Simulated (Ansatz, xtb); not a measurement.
# ClFSi2: which of two structures lies lower

Structure I is a singlet given by its coordinates and structure II is a singlet given by its coordinates. Both are isolated molecules in the gas phase, relaxed with PBE0-D3(BJ)/pcseg-1.

I (Å):

```yaml
atoms:
  - { symbol: Cl, position_ang: [-0.1647, 0.4269, 1.1570] }
  - { symbol: F, position_ang: [1.1408, -1.3447, -1.0320] }
  - { symbol: Si, position_ang: [0.0317, -0.1190, -1.3013] }
  - { symbol: Si, position_ang: [-1.4774, -1.1135, 0.3380] }
```

Close contacts (Å): Cl1–Si3 2.53, Cl1–Si4 2.18, F2–Si3 1.67, Si3–Si4 2.44.

II (Å):

```xyz
4

Cl    1.5102   -3.0612    2.4856
F    -0.0040   -2.1555    0.0700
Si    1.1628   -1.6171    1.0712
Si    2.2202    0.3390    0.9565
```

Close contacts (Å): Cl1–Si3 2.05, F2–Si3 1.63, Si3–Si4 2.23.

Problem. Which of the two would you expect CCSD(T)/def2-TZVPP electronic energies to favour?

Solution. Too close to call at this level: CCSD(T)/def2-TZVPP gives E(II) − E(I) = +0.30 kcal/mol.

How the difference moves with the method:

```csv
level,geometry,E(II) − E(I) (kcal/mol),departure from the last row (kcal/mol),"job, with rough time for the two"
PBE0-D3(BJ)/pcseg-1,PBE0-D3(BJ)/pcseg-1,+3.91,+3.61,"optimisation, 20 s"
HF/def2-TZVPP,PBE0-D3(BJ)/pcseg-1,−0.63,−0.93,part of the CCSD(T) run
MP2/def2-TZVPP,PBE0-D3(BJ)/pcseg-1,+0.54,+0.24,part of the CCSD(T) run
CCSD(T)/def2-TZVPP,PBE0-D3(BJ)/pcseg-1,+0.30,,"single point, 43 s"
```

The largest departure from CCSD(T)/def2-TZVPP is that of PBE0-D3(BJ)/pcseg-1, 3.61 kcal/mol. At CCSD(T)/def2-TZVPP a triplet with the links of II lies below this singlet. Levels run at GFN2-xTB geometries aren't shown.

With harmonic frequencies from PBE0-D3(BJ)/pcseg-1 (ideal gas, rigid rotor, one conformer each, 298.15 K, 1 atm): on the last row, ΔE + ΔZPE = +0.76, ΔH = +0.65, ΔG = +0.62 kcal/mol.

The correlated steps freeze 16 core orbitals. Mirror images aren't counted in ΔG. Codes used: Ansatz 0.2.0; the last row on 1 thread of Intel(R) Xeon(R) 6975P-C (Granite Rapids) on a shared host.
